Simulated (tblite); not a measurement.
Compound: C5H6ClFS.
Cartesian coordinates in Å at the GFN2-xTB level; atoms count from 1:
```
atom  x, y, z in Å
F1     0.397   -2.392   -0.069
C2     0.263   -1.085   -0.473
C3     1.269   -0.182    0.251
C4     0.531    1.080    0.559
S5     1.128    2.366    1.333
C6    -0.872    0.963    0.046
Cl7   -0.881    1.726   -1.593
C8    -1.113   -0.531   -0.084
H9     0.412   -1.082   -1.558
H10    1.586   -0.663    1.181
H11    2.171    0.012   -0.330
H12   -1.608    1.505    0.636
H13   -1.395   -0.943    0.888
H14   -1.887   -0.774   -0.809
```

Computed with GFN2-xTB (tblite): harmonic, unscaled wavenumbers at the GFN2-xTB geometry, gas phase. The method is semi-empirical: single wavenumbers can be off by several per cent or more. One conformer, not necessarily the lowest.

Harmonic wavenumbers (cm⁻¹): 58.8, 83.2, 146.1, 248.4, 275.6, 396.5, 416.3, 459.9, 501.3, 597.0, 653.5, 832.8, 868.9, 904.2, 983.5, 1015.8, 1052.9, 1085.5, 1096.8, 1146.6, 1156.6, 1169.9, 1189.2, 1221.3, 1261.7, 1270.3, 1306.9, 1326.0, 1418.0, 1454.6, 2938.2, 2959.4, 2985.3, 2990.1, 2993.8, 3029.7.

A = 1768, B = 1175, C = 794.5 MHz; mass 151.986 u (most abundant isotopes); point group C1, symmetry number 1.

Question: Zero-point energy?

Answer: Half the sum of the wavenumbers: 21747 cm⁻¹ = 62.18 kcal/mol.

Question: Give the ideal-gas entropy at 273.15 K and 1 bar in the rigid-rotor, harmonic-oscillator model (classical rotation).

Answer: Translation 40.56, rotation 29.39, vibration 17.87: S = 87.8 cal/(mol K).

Question: And Cp and H(273.15 K) − H(0)?

Answer: Cp = 27.90 cal/(mol K), of which vibrations give 19.96 (their classical limit is 36 R = 71.5); H(273.15 K) − H(0) = 4.81 kcal/mol without the zero-point energy, 2.64 from vibrations.

Question: What must be added to the electronic energy to get the Gibbs energy at 273.15 K and 1 bar?

Answer: ZPE + [H(273.15 K) − H(0)] − T·S = 62.18 + 4.81 − 23.99 = 43.00 kcal/mol.

Question: How do the functions run with temperature in this model?

Answer: 
```tsv
T (K)	S (cal/(mol K))	Cp (cal/(mol K))	H − H(0) (kcal/mol)	G − H(0) (kcal/mol)	ln q(vib)
50	58.5	11.5	0.47	-2.46	0.32
100	67.5	15.0	1.13	-5.62	1.11
298.15	90.3	29.9	5.54	-21.40	4.57
373.15	97.7	35.9	8.01	-28.46	5.93
500	109.5	44.4	13.12	-41.61	8.25
750	129.8	55.7	25.76	-71.59	12.79
1000	146.8	62.5	40.60	-106.23	17.07
```

q(vib) and H(0) count from the zero-point level.

Hindered rotation and anharmonicity are outside this model. Other conformers, if any are populated, would add a mixing term that is left out. The structure is chiral; the term R ln 2 for an equal mix with its mirror image is left out.
